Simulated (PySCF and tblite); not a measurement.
The numbers below are computed, except where a source is named.
C₆H₉F₃, numbered as in [F:1][C@@H:2]1[CH2:3][CH2:4][C@H:5]([F:6])[C@H:7]([F:8])[CH2:9]1.

Conformers came from 60 starts (ETKDG, MMFF94s, GFN2-xTB); geometries are GFN2-xTB. Weights use PBE0-D3(BJ)/pcSseg-1 energies plus GFN2-xTB zero-point and thermal terms (modes under about 100 cm⁻¹ blended into free rotors). Symmetry numbers and mirror images are counted. Conformers within 2.5 kcal/mol (GFN2-xTB free energy) were kept, 3 at most. Of two unlike H on one atom, a is the less shielded (PBE0/pcSseg-1). (PySCF 2.14, tblite 0.8.)

An NOE distance is ⟨r⁻⁶⟩^(−1/6) over all pairs of like atoms and, for the average, over conformers.

The 6-ring runs over atoms 2–3–4–5–7–9.

```tsv
conformer	shape	weight %
1	6-ring chair (F6 axial)	86.4
2	6-ring chair (F1, F8 axial)	13.6
```

**Question.** Which H–H contacts under 3.5 Å would NOEs report (pairs on one atom left out) at 298.15 K?

**Answer.** 
| pair | in 1 (Å) | in 2 (Å) | average (Å) |
| --- | --- | --- | --- |
| H2 ··· H3b | 2.48 | 2.44 | 2.47 |
| H3a ··· H4a | 2.46 | 2.49 | 2.47 |
| H2 ··· H9b | 2.49 | 2.42 | 2.48 |
| H3b ··· H4b | 2.50 | 2.50 | 2.50 |
| H5 ··· H7 | 2.50 | 2.50 | 2.50 |
| H7 ··· H9b | 2.51 | 2.45 | 2.50 |
| H4b ··· H5 | 2.50 | 2.53 | 2.51 |
| H3b ··· H4a | 2.50 | 3.07 | 2.55 |
| H4a ··· H5 | 2.51 | 3.06 | 2.55 |
| H3a ··· H9a | 2.55 | 4.26 | 2.61 |
| H4b ··· H7 | 2.55 | 4.29 | 2.61 |
| H2 ··· H7 | 2.58 | 4.31 | 2.64 |
| H2 ··· H4b | 2.65 | 4.31 | 2.71 |
| H3a ··· H4b | 3.06 | 2.50 | 2.92 |
| H2 ··· H3a | 3.06 | 2.51 | 2.93 |
| H2 ··· H9a | 3.07 | 2.53 | 2.94 |
| H7 ··· H9a | 3.07 | 2.53 | 2.94 |
| H3b ··· H5 | 4.32 | 2.51 | 3.38 |
| H5 ··· H9b | 4.30 | 2.63 | 3.49 |

Longer pairs under the limit may be missing.

**Question.** Which contact betrays a minor conformer?

**Answer.** H3b ··· H5: 4.32 Å in the leading conformer but 3.38 Å on average, because conformer 2 (13.6 %) brings it to 2.51 Å and r⁻⁶ weighs short distances heavily.

**Question.** In a model where alignment follows shape alone (order matrix 0.0005 × (3G/tr G − 1)/2, G the second moments of the atom positions; splitting J + 2D), what are the one-bond C–H dipolar couplings D?

**Answer.** H2 2.5 Hz (3.0 in conformer 1), H3b -0.5 Hz (-1.1 in conformer 1), H3a 2.6 Hz (3.1 in conformer 1), H4a -0.3 Hz (-0.8 in conformer 1), H4b 2.5 Hz (3.1 in conformer 1), H5 -0.6 Hz (-1.2 in conformer 1), H7 2.5 Hz (3.0 in conformer 1), H9b -0.4 Hz (-0.9 in conformer 1), H9a 2.6 Hz (3.1 in conformer 1).


Conformer gaps in pcSseg-1 on xTB geometries can be 2 kcal/mol off for S=O, P=O and other polar bonds.